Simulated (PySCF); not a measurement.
Ga(H)2(OH)(py), C5H8GaNO, singlet (GFN2-xTB optimised geometry):

```
16

Ga    -2.758     0.171     0.000
H     -3.076    -0.696    -1.240
H     -3.079     1.684     0.000
O     -2.890    -0.632     1.527
H     -3.534    -0.951     2.149
C      2.017    -0.076     0.440
C      1.346     1.078     0.814
C     -0.016     1.156     0.577
N     -0.686     0.171     0.000
C     -0.055    -0.938    -0.352
C      1.303    -1.107    -0.153
H      3.079    -0.173     0.612
H      1.866     1.898     1.284
H     -0.608     2.022     0.849
H     -0.681    -1.700    -0.805
H      1.790    -2.022    -0.451
```

Level of theory: CAM-B3LYP/def2-TZVP (PySCF 2.14.0).

Q: What are the frontier orbital energies and the dipole moment?

A: HOMO-2 -9.70 eV, HOMO-1 -8.96 eV, HOMO -7.96 eV, LUMO -0.73 eV, LUMO+1 -0.14 eV; dipole moment 5.79 D.

Meta-Löwdin charges at CAM-B3LYP/def2-TZVP: Ga1 0.42, H2 -0.15, H3 -0.15, O4 -0.79, H5 0.34, C6 -0.06, C7 -0.13, C8 0.04, N9 -0.12, C10 0.04, C11 -0.13, H12 0.13, H13 0.14, H14 0.14, H15 0.14, H16 0.14.
